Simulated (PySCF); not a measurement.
# Spin states and ions at one geometry of [Tl(BH4)2]+

PySCF 2.14.0, RKS TPSS, Tl def2-SVP with ECP60, B def2-SVP, H def2-SVP; non-relativistic Hamiltonian with scalar-relativistic core potentials where named; density fitting; no spin-orbit coupling; singlets restricted, open shells unrestricted. The geometry is relaxed for charge +1, singlet, vacuum:

```xyz
11

Tl    0.0000   -0.0001    0.6832
B     2.2689    0.0843    0.9959
H     3.1893   -0.1451   -0.0012
H     2.5423   -0.8490    1.7024
H     2.3850   -0.2086   -0.3345
H     2.5438    1.2274    1.2431
B    -2.2690   -0.0843    0.9959
H    -3.1898    0.1453   -0.0017
H    -2.5422    0.8489    1.7027
H    -2.3845    0.2086   -0.3346
H    -2.5438   -1.2273    1.2435
```

Energies count from the relaxed state; an electron taken off or put on is at rest in vacuum. Charges and spins are Mulliken's.

```csv
state,energy (eV),spin squared,charge on Tl1 (e),spin on Tl1 (e),dipole about the centre of mass (D)
"charge +1, singlet, vacuum",0.00,0.00,0.55,0.00,2.80
"charge +1, triplet, vacuum",3.72,2.01,0.26,0.87,2.50
"charge +2, doublet, vacuum",13.98,0.76,0.76,0.25,2.66
```

Q: What does the state charge 0, doublet, vacuum give?

A: energy (eV) -4.93, spin squared 0.75, charge on Tl1 (e) -0.09, spin on Tl1 (e) 0.85, dipole about the centre of mass (D) 2.29.

With an electron taken off (doublet) the charges change, summed by element, by Tl +0.21 e, B +0.19 e, H +0.59 e. The vertical ionisation energy is 13.98 eV, against −ε(HOMO) = 11.28 eV of the relaxed state. The level lies 2.7 eV too high, as is usual for semilocal functionals and global hybrids, which keep a self-interaction error.

With an electron put on (doublet) the charges change, summed by element, by Tl -0.64 e, B +0.07 e, H -0.43 e. The vertical electron affinity is 4.93 eV, against −ε(LUMO) = 7.30 eV of the relaxed state.

Open shells may have lower solutions than those found.

On relaxing from the template, bonds within or between ligands changed, so the formula names the start rather than the bonding at the end. No frequency check is given that shows the relaxed geometry to be a minimum.
